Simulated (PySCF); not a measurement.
C₂H₃Br₂Cl, SMILES CC(Cl)(Br)Br. Atoms are numbered in the order given.

```xyz
8

C     -1.8282     0.7201     0.0000
C     -0.3402     0.4338     0.0000
Cl     0.5856     1.9639     0.0000
Br     0.1374    -0.6099    -1.6031
Br     0.1374    -0.6099     1.6031
H     -2.0871     1.3012     0.8968
H     -2.3923    -0.2224     0.0000
H     -2.0871     1.3012    -0.8968
```

Geometry: B3LYP-D3(BJ)/def2-SVP.

Computed with PBE/pcSseg-1 in PySCF.

GIAO shieldings, no solvent; atoms alike by connectivity are averaged. δ = σ(ref) − σ: ¹³C against TMS (σ = 182.0 ppm); ³⁵Cl against HCl (σ = 936.5 ppm); ¹H against TMS (σ = 31.49 ppm), references at their B3LYP-D3(BJ)/def2-TZVP geometries, non-relativistic (without spin–orbit terms, shifts of atoms bonded to Cl or Br come out too high).

```csv
atoms,nucleus,count,δ (ppm)
C2,¹³C,1,140.0
C1,¹³C,1,58.1
Cl3,³⁵Cl,1,[?]
"H6, H7, H8",¹H,3,[?]
```

Complete the blanks. (An estimate is asked for; the answer gives what the named calculation found.)


- Cl3, δ (ppm): 579.6
- H6, H7, H8, δ (ppm): 3.15
